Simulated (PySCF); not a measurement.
**Computed vibrations of [Yb(H2O)4]2+**

[Yb(H2O)4]2+ (singlet in the valence; each metal's 4f electrons, 14 of them, lie in its core potential, out of spins and levels). PySCF 2.14.0, RKS PBE0, Yb lcecp-0-SVP with ECP60, O def2-SVP, H def2-SVP; non-relativistic Hamiltonian with scalar-relativistic core potentials where named; density fitting; no spin-orbit coupling. Central differences of gradients.

```xyz
13

Yb    0.0000    0.0000    0.0000
O     1.4509    1.3377    1.4041
H     1.3624    1.5124    2.3555
H     2.2566    1.8175    1.1504
O    -1.4510   -1.4041    1.3377
H    -2.2571   -1.1503    1.8172
H    -1.3619   -2.3556    1.5127
O     1.4509   -1.3377   -1.4041
H     2.2566   -1.8175   -1.1504
H     1.3624   -1.5124   -2.3555
O    -1.4510    1.4041   -1.3377
H    -1.3619    2.3556   -1.5127
H    -2.2571    1.1503   -1.8172
```

Run from Python with OMP_NUM_THREADS=2. Where DIIS fails, smearing, a level shift and second-order steps follow.
It took 5 min on 2 threads of Arm Neoverse V1 (shared host).

(1) What are the harmonic wavenumbers and infrared intensities?

(2) Is this a minimum?

An lcecp potential fixes the number of 4f electrons, so in runs with it no electron can move into or out of that shell.

Answers

(1) Negative numbers are unstable modes, those under 60 cm⁻¹ near the noise; a finer grid moves soft modes by up to 10 cm⁻¹.
| cm⁻¹ | km/mol | symmetry |
| --- | --- | --- |
| 22 | 4.2 |  |
| 28 | 0.2 |  |
| 29 | 4.6 |  |
| 40 | 4.4 |  |
| 43 | 0.1 |  |
| 77 | 0.8 |  |
| 98 | 0.4 |  |
| 128 | 0.0 |  |
| 164 | 0.1 |  |
| 292 | 0.0 |  |
| 295 | 2.0 |  |
| 295 | 2.0 |  |
| 297 | 2.8 |  |
| 479 | 66.2 |  |
| 480 | 66.4 |  |
| 481 | 0.2 |  |
| 507 | 68.8 |  |
| 508 | 6.9 |  |
| 517 | 507.3 |  |
| 519 | 498.2 |  |
| 523 | 432.8 |  |
| 1673 | 135.6 |  |
| 1673 | 151.2 |  |
| 1673 | 135.7 |  |
| 1675 | 0.5 |  |
| 3782 | 244.4 |  |
| 3784 | 262.5 |  |
| 3786 | 242.6 |  |
| 3791 | 18.1 |  |
| 3846 | 332.3 |  |
| 3847 | 110.8 |  |
| 3850 | 333.9 |  |
| 3850 | 224.0 |  |

(2) Yes, within the noise of the softest modes. Ideal gas at 298.15 K and 1 bar: S = 511.8 J/(mol K), Cp = 177.6 J/(mol K), H − H(0 K) = 38.0 kJ/mol (rigid rotor, harmonic modes, spin degeneracy alone, that of the 4f electrons in the core included; the modes under 60 cm⁻¹ make these uncertain).
